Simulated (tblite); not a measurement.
Species: C8H14N2.
Cartesian coordinates in Å at the GFN2-xTB level; atoms count from 1:
```xyz
24
C8H14N2 angstrom
C      3.898    0.334   -0.723
C      2.868   -0.317    0.192
C      1.445   -0.100   -0.317
C      0.411   -0.762    0.599
N     -0.928   -0.533    0.133
C     -1.591   -1.202   -0.831
C     -2.809   -0.584   -0.983
C     -2.791    0.476   -0.057
C     -3.860    1.474    0.211
N     -1.644    0.487    0.601
H      3.724    1.405   -0.793
H      4.903    0.171   -0.341
H      3.839   -0.088   -1.724
H      2.958    0.099    1.197
H      3.069   -1.389    0.258
H      1.230    0.969   -0.369
H      1.349   -0.510   -1.326
H      0.481   -0.338    1.603
H      0.591   -1.840    0.653
H     -1.164   -2.055   -1.320
H     -3.600   -0.849   -1.654
H     -3.532    2.155    0.991
H     -4.085    2.043   -0.690
H     -4.773    0.974    0.532
```

All values are computed: GFN2-xTB (tblite) harmonic vibrations without scaling, gas phase. Errors from tens to a few hundred cm⁻¹ against measured bands are possible. One conformer, not necessarily the lowest.

Harmonic wavenumbers (cm⁻¹): 26.3, 66.1, 70.6, 81.2, 105.8, 204.6, 230.5, 254.3, 265.0, 331.2, 380.8, 424.5, 594.1, 638.7, 664.1, 752.0, 775.4, 789.5, 812.5, 828.2, 943.9, 945.6, 981.0, 1010.7, 1030.0, 1037.9, 1059.8, 1070.5, 1101.5, 1111.4, 1130.3, 1168.9, 1213.4, 1260.1, 1266.9, 1277.4, 1331.4, 1350.5, 1366.2, 1389.5, 1393.9, 1416.7, 1433.9, 1447.0, 1474.4, 1476.3, 1482.3, 1492.5, 1497.4, 1502.7, 1505.8, 1554.6, 2951.0, 2964.1, 2973.7, 2982.9, 2989.0, 2995.0, 3001.5, 3013.7, 3034.5, 3037.4, 3041.5, 3056.6, 3160.8, 3179.2.

A = 3681, B = 548.2, C = 521.4 MHz; mass 138.116 u (most abundant isotopes); point group C1, symmetry number 1.

Question: Zero-point energy?

Answer: ½Σν̃ = 45700 cm⁻¹ = 546.69 kJ/mol.

Question: Give the ideal-gas entropy at 400 K and 1 bar in the rigid-rotor, harmonic-oscillator model (classical rotation).

Answer: Translation 176.43, rotation 129.62, vibration 198.80: S = 504.8 J/(mol K).

Question: And Cp and H(400 K) − H(0)?

Answer: Cp = 228.28 J/(mol K), of which vibrations give 195.02 (their classical limit is 66 R = 548.8); H(400 K) − H(0) = 52.40 kJ/mol without the zero-point energy, 39.10 from vibrations.

Question: What must be added to the electronic energy to get the Gibbs energy at 400 K and 1 bar?

Answer: ZPE + [H(400 K) − H(0)] − T·S = 546.69 + 52.40 − 201.93 = 397.16 kJ/mol.

Question: Blend soft modes into free rotors: weight 1/[1 + (100 cm⁻¹/ν̃)⁴] for the oscillator and the rest for a rotor with moment μB/(μ + B), μ = h/(8π²ν), B = 10⁻⁴⁴ kg m². What vibrational entropy results?

Answer: 176.26 J/(mol K) in place of 198.80, which changes −T·S at 400 K by +9.01 kJ/mol.

Question: Which modes carry the vibrational entropy at 400 K?

Answer: 26.3 cm⁻¹: 27.92; 66.1 cm⁻¹: 20.28; 70.6 cm⁻¹: 19.73; 81.2 cm⁻¹: 18.58; 105.8 cm⁻¹: 16.40; 204.6 cm⁻¹: 11.05 J/(mol K); the other 60 give 84.84 together.

Question: How do the functions run with temperature in this model?

Answer: 
| T (K) | S (J/(mol K)) | Cp (J/(mol K)) | H − H(0) (kJ/mol) | G − H(0) (kJ/mol) | ln q(vib) |
| --- | --- | --- | --- | --- | --- |
| 50 | 260.5 | 64.7 | 2.39 | -10.63 | 1.09 |
| 100 | 312.9 | 88.4 | 6.24 | -25.05 | 2.87 |
| 298.15 | 445.9 | 175.0 | 31.86 | -101.10 | 9.15 |
| 373.15 | 489.5 | 214.4 | 46.46 | -136.18 | 11.36 |
| 500 | 561.0 | 276.1 | 77.68 | -202.84 | 15.09 |
| 750 | 691.2 | 365.4 | 158.68 | -359.71 | 22.36 |
| 1000 | 804.9 | 424.0 | 257.84 | -547.05 | 29.32 |

q(vib) and H(0) count from the zero-point level.

Hindered rotation and anharmonicity are outside this model. Other conformers, if any are populated, would add a mixing term that is left out. The structure is chiral; the term R ln 2 for an equal mix with its mirror image is left out.
